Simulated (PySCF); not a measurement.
# PbCl4: tetrahedral to square-planar path

Level of theory: PySCF, PBE0, basis Pb def2-SVP with ECP60, Cl def2-SVP (scalar-relativistic core potentials, no spin–orbit coupling, density fitting).

Rigid scan from the singlet minimum (Pb–Cl 2.413 Å (×4); Cl–Pb–Cl 109.5° (×6)). Coordinate: D2d path, angle between each bond and the S4 axis (54.74 tetrahedral, 90 square planar), bonds fixed. Energies in kJ/mol from the minimum.

Task: Predict the curve at 45.0, 50.0, 54.7, 60.0, 66.0, 72.0, 78.0, 84.0, 90.0.

Result: 
```csv
angle of the bonds to the S4 axis (°),E (kJ/mol)
45.0,34.2
50.0,7.2
54.7,0.0
60.0,7.3
66.0,29.1
72.0,59.4
78.0,91.9
84.0,117.8
90.0,128.0
```

With the bonds held, the square planar shape lies 128.0 kJ/mol from the minimum.

No spin–orbit coupling is included, which matters more the heavier the element.

The scan took 34 s on 2 threads of a shared Arm Neoverse V1 host; the process peaked at 1.3 GiB. Launch command: `OMP_NUM_THREADS=2 python axn.py task.json out`.
